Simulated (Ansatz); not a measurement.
Born–Oppenheimer molecular dynamics of C2H7ClSn (11 atoms, charge 0, multiplicity 1). It goes on from the last frame of an earlier run, with new velocities.

Method: Ansatz, RKS BHLYP/def2-SVP.

| Property | Result |
| --- | --- |
| ensemble | NVE (velocity Verlet) |
| time step | 1 fs |
| steps asked | 250 |
| starting velocities drawn for | 1000 K |
| seed | 370396 |

First frame:

```xyz
11
Properties=species:S:1:pos:R:3
Sn -0.094 -0.012 0.015
H 0.067 -0.128 1.699
Cl 2.129 0.131 -0.814
C -1.066 1.812 -0.611
H -1.494 2.354 0.239
H -0.326 2.437 -1.073
H -1.863 1.605 -1.348
C -0.924 -1.798 -0.797
H -1.950 -1.911 -0.450
H -0.927 -1.774 -1.918
H -0.344 -2.639 -0.505
```

(1) How far do the bonds stretch over the last three quarters of this one trajectory? (Pairs bonded in most of those frames.)

Results:

(1) 
```
   bond  mean (Å)  spread (Å)  shortest  longest
 Sn1–H2     1.721       0.068      1.61     1.82
Sn1–Cl3     2.383       0.052      2.30     2.47
 Sn1–C4     2.167       0.090      2.01     2.33
 Sn1–C8     2.158       0.070      2.04     2.26
  C4–H5     1.098       0.042      1.01     1.19
  C4–H6     1.100       0.044      1.02     1.19
  C4–H7     1.105       0.061      1.00     1.21
  C8–H9     1.097       0.028      1.04     1.15
 C8–H10     1.095       0.029      1.04     1.15
 C8–H11     1.095       0.022      1.04     1.15
```

Mean temperature of the second half: 536 K. The conserved energy stayed within 2.3 meV per atom of its start (net change 1 meV per atom), so the integration is sound. Over the second half the temperature averaged 0.54 of the 1000 K drawn at the start: a run that starts near a minimum puts about half its kinetic energy into the potential. A run of 0.25 ps of so small a system gives no equilibrium averages.

Time of the run: 8.1 min on 4 threads of Arm Neoverse V1 (shared host), peak memory 0.26 GiB.
